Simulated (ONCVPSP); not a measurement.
Ranking ONCV potentials for germanium

All share these settings but for the change named:

| Quantity | Value |
| --- | --- |
| Element | Ge (Z = 32) |
| Generator | ONCVPSP 4.0.1 |
| Type | optimised norm-conserving Vanderbilt (ONCV) |
| Functional | PBEsol |
| Relativity | fully relativistic |
| Frozen core | [Ne] |
| Valence charge | 22 |
| Reference configuration | 3s2 3p6 3d10 4s2 4p2 |
| Partial waves | 3s+4s: rc 1.20 bohr, ncon 3, nbas 7, qcut 8.1 1/bohr, 2 projectors; 3p+4p: rc 1.00 bohr, ncon 5, nbas 8, qcut 11.9 1/bohr, 3 projectors, debl 1 Ha; 3d: rc 1.25 bohr, ncon 4, nbas 9, qcut 13.2 1/bohr, 2 projectors, debl 2.5 Ha |
| Local potential | polynomial inside 0.85 bohr (lpopt 5, dvloc0 4 Ha) |
| Core correction | Teter function, fcfact 2.75, rcfact 1.05 |

Open shells are filled in proportion to 2j + 1.

Cutoff: the first of the cutoffs (Ha) at which the residual kinetic energy of the hardest occupied pseudo-wave falls to 1 and 0.1 mHa per electron; the density cutoff is not measured.

The base gives 69 Ha.

Of 6 variants that were run, those that failed, showed a ghost or another fault, or gave nearly equal values are left out.

A variant can come out equal or close to the base.

**Question.** Rank these variants from softest to hardest (loose cutoff).
A. functional Wu-Cohen; d: rc 1, qcut 16.5
B. s: rc 1.3
C. d: qcut 8.6

**Answer.** B (69 Ha), A (107 Ha), C (191 Ha).
